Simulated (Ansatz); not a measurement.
Two isomers of C2H7NSi: A = `N/C=C/[SiH3]`, B = `C=N[SiH2]C`.

Program: Ansatz. Geometries: PBE0-D4/def2-TZVP. ΔE: electronic, gas phase. CCSD(T)/CBS adds triple-zeta CCSD(T) − MP2 to the extrapolated MP2 energy (def2 sets, frozen cores). DFT in def2-TZVPP. Each species was taken in one conformer, which may not be the lowest.

Q: Which isomer does CCSD(T)/CBS put lower? Give the gap. (Best estimate.)

A: The calculation gave: B, by 55.2 kJ/mol.

Q: Give E(B) − E(A) in kJ/mol with HF/def2-TZVPP, r2SCAN-D4, CCSD/def2-TZVPP, MP2/def2-TZVPP, B2PLYP, BLYP-D4, CCSD(T)/def2-SVP. (Estimate.)

A: Computed: HF/def2-TZVPP -61.4, r2SCAN-D4 -45.3, CCSD/def2-TZVPP -58.6, MP2/def2-TZVPP -56.1, B2PLYP -53.8, BLYP-D4 -50.5, CCSD(T)/def2-SVP -48.2. None reverses the order clearly.

Q: Does the order hold for the free energy at 298.15 K (harmonic terms from PBE0-D4)? (Estimate.)

A: Computed: Yes: G(B) − G(A) = -57.4 kJ/mol, for one conformer each.

Largest T1 diagnostic: 0.012.

At CCSD(T), def2-SVP lies +7.0 kJ/mol from the extrapolated value and def2-TZVPP −2.3 kJ/mol. In def2-TZVPP, CCSD(T) changes the Hartree–Fock value by +3.8 kJ/mol (the triples alone add +1.1 kJ/mol) and MP2 by +5.3 kJ/mol.
